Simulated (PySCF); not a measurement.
C2H2F2, charge -1, doublet, at a GFN2-xTB geometry (a state made from the parent by changing its charge; the spin is typed, not shown lowest) (a gas-phase anion, which may not be bound at this level), with bond 4-2 at 1.4 times its length; PySCF with CASSCF(5,6)/6-31G*.

The PySCF input:
```python
from pyscf import gto, scf, mcscf
import numpy

mol = gto.Mole()
mol.atom = '''
    C     1.386014   -0.190232   -0.244704
    C     0.087406   -0.007333    0.357351
    F    -0.857850   -1.016434   -0.017975
    F    -0.815631    1.692433   -0.207041
    H     2.070851    0.635785   -0.062272
    H     1.827863   -1.163555   -0.039764
'''
mol.basis = '6-31g*'
mol.charge = -1
mol.spin = 1
mol.verbose = 4
mol.build()

mf = scf.ROHF(mol)
mf.kernel()
mc = mcscf.CASSCF(mf, 6, 5)
mc.fix_spin_(ss=0.75)
mc.conv_tol = 1e-5
mc.kernel()
occ = numpy.linalg.eigvalsh(mc.fcisolver.make_rdm1(mc.ci, mc.ncas, mc.nelecas))[::-1]
ss = mc.fcisolver.spin_square(mc.ci, mc.ncas, mc.nelecas)[0]
print('natural occupations', occ.round(4), ' <S^2>', round(ss, 4))
```

What the program printed (banner, timings and long lists left out):

```
PySCF version 2.14.0

[INPUT] verbose = 4
[INPUT] num. atoms = 6
[INPUT] num. electrons = 33
[INPUT] charge = -1
[INPUT] spin (= nelec alpha-beta = 2S) = 1
[INPUT] symmetry False subgroup None
[INPUT] Mole.unit = angstrom
[INPUT] Symbol           X                Y                Z      unit          X                Y                Z       unit  Magmom
[INPUT]  1 C      1.386014000000  -0.190232000000  -0.244704000000 AA    2.619186864813  -0.359486380128  -0.462423541586 Bohr   0.0
[INPUT]  2 C      0.087406000000  -0.007333000000   0.357351000000 AA    0.165173401644  -0.013857361671   0.675295520339 Bohr   0.0
[INPUT]  3 F     -0.857850000000  -1.016434000000  -0.017975000000 AA   -1.621101555958  -1.920781883696  -0.033967827089 Bohr   0.0
[INPUT]  4 F     -0.815631000000   1.692433000000  -0.207041000000 AA   -1.541319208705   3.198234854176  -0.391250786556 Bohr   0.0
[INPUT]  5 H      2.070851000000   0.635785000000  -0.062272000000 AA    3.913341234782   1.201459524107  -0.117677025229 Bohr   0.0
[INPUT]  6 H      1.827863000000  -1.163555000000  -0.039764000000 AA    3.454160463226  -2.198800280868  -0.075143069617 Bohr   0.0

nuclear repulsion = 100.005866883771
number of shells = 28
number of NR pGTOs = 116
number of NR cGTOs = 60
basis = 6-31g*
ecp = {}

******** <class 'pyscf.scf.rohf.ROHF'> ********
method = ROHF
initial guess = minao
damping factor = 0
level_shift factor = 0
DIIS = <class 'pyscf.scf.diis.CDIIS'>
diis_start_cycle = 1
diis_space = 8
diis_damp = 0
SCF conv_tol = 1e-09
SCF conv_tol_grad = None
SCF max_cycles = 50
direct_scf = True
direct_scf_tol = 1e-13
num. doubly occ = 16  num. singly occ = 1
Set gradient conv threshold to 3.16228e-05
init E= -275.219151067041
  HOMO = -0.111579530655656  LUMO = 0.0611191653972343  gap/eV = 4.69937
cycle= 1 E= -275.414145380996  delta_E= -0.195  |g|= 0.843  |ddm|= 1.53
  HOMO = 0.0783114375631802  LUMO = 0.327945109009159  gap/eV = 6.79288
cycle= 2 E= -275.448763318899  delta_E= -0.0346  |g|= 0.804  |ddm|= 0.895
  HOMO = 0.0900547287072708  LUMO = 0.37826563487151  gap/eV = 7.84262
cycle= 3 E= -275.574480093477  delta_E= -0.126  |g|= 0.0901  |ddm|= 0.45
  HOMO = 0.0952937594655787  LUMO = 0.37573273456323  gap/eV = 7.63113
cycle= 4 E= -275.578615116412  delta_E= -0.00414  |g|= 0.0409  |ddm|= 0.124
  HOMO = 0.0950790175282918  LUMO = 0.376605737065929  gap/eV = 7.66073
cycle= 5 E= -275.580029227158  delta_E= -0.00141  |g|= 0.0175  |ddm|= 0.0673
  HOMO = 0.0937970569433171  LUMO = 0.377547147753757  gap/eV = 7.72123
cycle= 6 E= -275.580691760553  delta_E= -0.000663  |g|= 0.0116  |ddm|= 0.0508
  HOMO = 0.0889465483847607  LUMO = 0.374845417151558  gap/eV = 7.77970
cycle= 7 E= -275.580988491676  delta_E= -0.000297  |g|= 0.00463  |ddm|= 0.0436
  HOMO = 0.0885180717393159  LUMO = 0.374651000133444  gap/eV = 7.78607
cycle= 8 E= -275.581045133312  delta_E= -5.66e-05  |g|= 0.00292  |ddm|= 0.0184
  HOMO = 0.0873188886355427  LUMO = 0.374068199743443  gap/eV = 7.80285
cycle= 9 E= -275.581059414588  delta_E= -1.43e-05  |g|= 0.000991  |ddm|= 0.0119
  HOMO = 0.0870359558451512  LUMO = 0.373893162961017  gap/eV = 7.80578
cycle= 10 E= -275.581061651517  delta_E= -2.24e-06  |g|= 0.000481  |ddm|= 0.00316
  HOMO = 0.0869883722522902  LUMO = 0.373849338139897  gap/eV = 7.80588
cycle= 11 E= -275.581062537375  delta_E= -8.86e-07  |g|= 0.000261  |ddm|= 0.00247
  HOMO = 0.0869277350658182  LUMO = 0.373778176074217  gap/eV = 7.80560
cycle= 12 E= -275.581062839965  delta_E= -3.03e-07  |g|= 0.000132  |ddm|= 0.00185
  HOMO = 0.0869738762317063  LUMO = 0.373781414524139  gap/eV = 7.80443
cycle= 13 E= -275.581062879631  delta_E= -3.97e-08  |g|= 5.22e-05  |ddm|= 0.000629
  HOMO = 0.0869740495785067  LUMO = 0.373772033026842  gap/eV = 7.80417
cycle= 14 E= -275.581062883869  delta_E= -4.24e-09  |g|= 1.38e-05  |ddm|= 0.000211
  HOMO = 0.0869752923070641  LUMO = 0.373771947480134  gap/eV = 7.80413
cycle= 15 E= -275.581062884118  delta_E= -2.49e-10  |g|= 4.27e-06  |ddm|= 5.18e-05
  HOMO = 0.0869759692327898  LUMO = 0.373772001909498  gap/eV = 7.80412
Extra cycle  E= -275.581062884128  delta_E= -1.02e-11  |g|= 2.08e-06  |ddm|= 4.71e-06
converged SCF energy = -275.581062884128

******** <class 'pyscf.mcscf.mc1step.CASSCF'> ********
CAS (3e+2e, 6o), ncore = 14, nvir = 40
max_cycle_macro = 50
max_cycle_micro = 4
conv_tol = 1e-05
conv_tol_grad = None
orbital rotation max_stepsize = 0.02
orbital rotation threshold for CI restart = 0.01
augmented hessian ah_max_cycle = 30
augmented hessian ah_conv_tol = 1e-12
augmented hessian ah_linear dependence = 1e-14
augmented hessian ah_level shift = 1e-08
augmented hessian ah_start_tol = 2.5
augmented hessian ah_start_cycle = 3
augmented hessian ah_grad_trust_region = 3
kf_trust_region = 3
kf_interval = 4
ci_response_space = 4
ci_grad_trust_region = 3
with_dep4 0
natorb = False
canonicalization = True
sorting_mo_energy = False
ao2mo_level = 2
internal_rotation = False
******** <class 'pyscf.fci.addons.SpinPenaltyFCISolver'> ********
max. cycles = 50
conv_tol = 1e-08
davidson only = True
linear dependence = 1e-12
level shift = 0.001
max iter space = 12
nroots = 1
pspace_size = 400
spin = None
CASCI E = -275.599929686372  S^2 = 0.7500000
Set conv_tol_grad to 0.00316228
macro iter   1 ( 21 JK    4 micro), CASSCF E = -275.620250864693  dE = -2.03211783e-02  S^2 = 0.7500000
               |grad[o]|=0.0597  |grad[c]|=0.0475  |ddm|=0.0769  |maxRot[o]|=0.227
macro iter   2 ( 21 JK    4 micro), CASSCF E = -275.632433412872  dE = -1.21825482e-02  S^2 = 0.7500000
               |grad[o]|=0.0496  |grad[c]|=0.0242  |ddm|=0.0291  |maxRot[o]|=0.207
macro iter   3 ( 21 JK    4 micro), CASSCF E = -275.638767533514  dE = -6.33412064e-03  S^2 = 0.7500000
               |grad[o]|=0.0441  |grad[c]|=0.0177  |ddm|=0.0198  |maxRot[o]|=0.285
macro iter   4 ( 20 JK    4 micro), CASSCF E = -275.640531343270  dE = -1.76380976e-03  S^2 = 0.7500000
               |grad[o]|=0.0253  |grad[c]|=0.0131  |ddm|=0.0169  |maxRot[o]|=0.291
macro iter   5 ( 21 JK    4 micro), CASSCF E = -275.643580315787  dE = -3.04897252e-03  S^2 = 0.7500000
               |grad[o]|=0.00673  |grad[c]|=0.0183  |ddm|=0.0236  |maxRot[o]|=0.295
macro iter   6 ( 14 JK    4 micro), CASSCF E = -275.644410344457  dE = -8.30028670e-04  S^2 = 0.7500000
               |grad[o]|=0.00545  |grad[c]|=0.00696  |ddm|=0.0111  |maxRot[o]|=0.145
macro iter   7 (  7 JK    2 micro), CASSCF E = -275.644440457452  dE = -3.01129952e-05  S^2 = 0.7500000
               |grad[o]|=0.0023  |grad[c]|=0.00194  |ddm|=0.00319  |maxRot[o]|=0.0228
macro iter   8 (  4 JK    1 micro), CASSCF E = -275.644445751492  dE = -5.29404008e-06  S^2 = 0.7500000
               |grad[o]|=0.0014  |grad[c]|=0.0014  |ddm|=0.000991  |maxRot[o]|=0.00826
1-step CASSCF converged in   8 macro (129 JK  27 micro) steps
CASSCF canonicalization
Density matrix diagonal elements [1.94578459 1.90276225 1.03972548 0.08263876 0.00731287 0.02177605]
CASSCF energy = -275.644445751492
CASCI E = -275.644445751492  E(CI) = -4.67789477883923  S^2 = 0.7500000
natural occupations [1.9629 1.9183 1.0142 0.0855 0.0132 0.0058]  <S^2> 0.75
```
